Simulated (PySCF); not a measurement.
C$_{2}$H$_{6}$O, charge +1, doublet, geometry from GFN2-xTB (a state made from the parent by changing its charge; the spin is typed, not shown lowest).

The PySCF input:
```python
from pyscf import gto, scf, dft

mol = gto.Mole()
mol.atom = '''
    C     1.20375736   -0.11633576    0.01209633
    O    -0.02342911    0.46081830   -0.13995856
    C    -1.18692692   -0.21469587    0.08844375
    H     1.18320292   -1.16278172    0.33135107
    H     1.80128557    0.50368662    0.71025579
    H     1.76939206    0.00272769   -0.93382947
    H    -1.06027273   -1.25508521    0.40299733
    H    -1.81952555   -0.14493143   -0.81921600
    H    -1.78763204    0.35602751    0.82486925
'''
mol.basis = 'pcseg-0'
mol.charge = 1
mol.spin = 1
mol.verbose = 4
mol.build()

mf = dft.UKS(mol)
mf.xc = 'r2scan'
mf = mf.density_fit(auxbasis='def2-universal-jkfit')
mf.kernel()
```

**Question.** Predict the HOMO energy from DF-R2SCAN/pcseg-0 in PySCF.

**Answer.** -14.86 eV

**Question.** Estimate the number of basis functions that DF-R2SCAN/pcseg-0 returns for this input.

**Answer.** 39

**Question.** Estimate the Mulliken (on the basis functions themselves) charges in atom order that DF-R2SCAN/pcseg-0 returns for this input.

**Answer.** C1 -0.36, O2 -0.41, C3 -0.36, H4 0.32, H5 0.38, H6 0.38, H7 0.32, H8 0.38, H9 0.38

**Question.** Predict the <S^2> from DF-R2SCAN/pcseg-0.

**Answer.** 0.754

**Question.** Predict the total energy from DF-R2SCAN/pcseg-0.

**Answer.** -154.129560 Ha

**Question.** Predict the nuclear repulsion energy from DF-R2SCAN/pcseg-0.

**Answer.** 84.6612 Eh

These values belong to the state on which the SCF converged, which isn't shown to be the lowest.
